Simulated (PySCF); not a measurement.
Gas-phase reaction: 5 SbF₃ + 3 Cl₂ ⇌ 3 SbF₅ + 2 SbCl₃

Energies from PySCF, thermal terms from the rigid-rotor harmonic-oscillator model, ideal gas at 1 bar. † marks an energy on the PBE0/def2-TZVP geometry and frequencies. CCSD(T) freezes the core. All species are closed-shell singlets. B3LYP is the form with VWN-RPA correlation. Sb: scalar-relativistic def2 core potential, no spin-orbit coupling. CCSD(T) isn't extrapolated to the basis-set limit; its ΔH°(298 K) is -258.1 kJ in def2-SVP and -260.7 kJ in def2-TZVPP. The harmonic model lacks anharmonicity and excited electronic states, which grow with temperature; levels with a mode under 35 cm⁻¹ are left out. Soft modes under 120 cm⁻¹ make the harmonic entropy rough for SbF₅, SbCl₃.

ΔH° and ΔS° at 298 K: B3LYP/def2-TZVP† -117 kJ, -466 J/K; BLYP/def2-TZVP† -49 kJ, -466 J/K; CCSD(T)/def2-SVP† -258 kJ, -466 J/K; PBE0/def2-QZVP† -233 kJ, -466 J/K; r2SCAN/def2-TZVP† -289 kJ, -466 J/K.

Problem. With the heat capacities included, give log10 K (1 bar) at 600, 1400, 1600, 2000, 2500 K from B3LYP/def2-TZVP†, BLYP/def2-TZVP†, CCSD(T)/def2-SVP†, PBE0/def2-QZVP†, r2SCAN/def2-TZVP†.

Solution. 
| T (K) | B3LYP/def2-TZVP† | BLYP/def2-TZVP† | CCSD(T)/def2-SVP† | PBE0/def2-QZVP† | r2SCAN/def2-TZVP† |
|---|---|---|---|---|---|
| 600 | -13.9 | -19.8 | -1.6 | -3.8 | 1.1 |
| 1400 | -18.8 | -21.3 | -13.5 | -14.4 | -12.4 |
| 1600 | -19.1 | -21.3 | -14.5 | -15.3 | -13.5 |
| 2000 | -19.5 | -21.3 | -15.9 | -16.5 | -15.1 |
| 2500 | -19.8 | -21.2 | -16.9 | -17.4 | -16.2 |
